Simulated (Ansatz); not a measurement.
C$_{2}$H$_{6}$BiCl (`[CH3][Bi]([CH3])[Cl]`). The species carries charge 0 and has multiplicity 1. Bi takes the def2 core potential.

```xyz
10

C    -0.303   -1.566   -0.428
Bi   -0.805   -0.029    1.125
C     0.865    1.321    0.482
Cl   -2.479    1.095   -0.289
H     0.638   -2.050   -0.158
H    -0.203   -1.059   -1.387
H    -1.100   -2.306   -0.477
H     0.810    1.438   -0.599
H     0.759    2.289    0.970
H     1.818    0.867    0.762
```

What are the harmonic wavenumbers in cm⁻¹ at PBE0-D4/def2-TZVP (Ansatz, finite differences of forces, unscaled)? (Estimate.)

Computed: 79, 102, 129, 138, 165, 320, 483, 486, 702, 727, 734, 807, 1191, 1204, 1433, 1441, 1442, 1454, 3062, 3063, 3164, 3165, 3183, 3184.

Is this a minimum?

Yes, all 24 modes are real.

Give the ideal-gas thermochemistry at 298.15 K and 1 bar (rigid rotor, harmonic oscillator; point group Cs, symmetry number 1).

Zero-point energy 190.6 kJ/mol; H(298) − E = 213.0 kJ/mol; entropy 376.6 J/(mol·K), of which translation 178.9, rotation 116.1, vibration 81.7; G(298) − E = 100.8 kJ/mol. Modes under 100 cm⁻¹ are hindered rotations or soft bends, so the harmonic entropy is rough.

And at 400, 500, 600, 800 and 1000 K?


```json
{"T (K)": "400", "H − E (kJ/mol)": "224.8", "S (J/mol/K)": "410.4", "G − E (kJ/mol)": "60.6"}
{"T (K)": "500", "H − E (kJ/mol)": "237.7", "S (J/mol/K)": "439.2", "G − E (kJ/mol)": "18.1"}
{"T (K)": "600", "H − E (kJ/mol)": "251.9", "S (J/mol/K)": "465.0", "G − E (kJ/mol)": "-27.1"}
{"T (K)": "800", "H − E (kJ/mol)": "283.0", "S (J/mol/K)": "509.6", "G − E (kJ/mol)": "-124.7"}
{"T (K)": "1000", "H − E (kJ/mol)": "317.1", "S (J/mol/K)": "547.6", "G − E (kJ/mol)": "-230.5"}
```
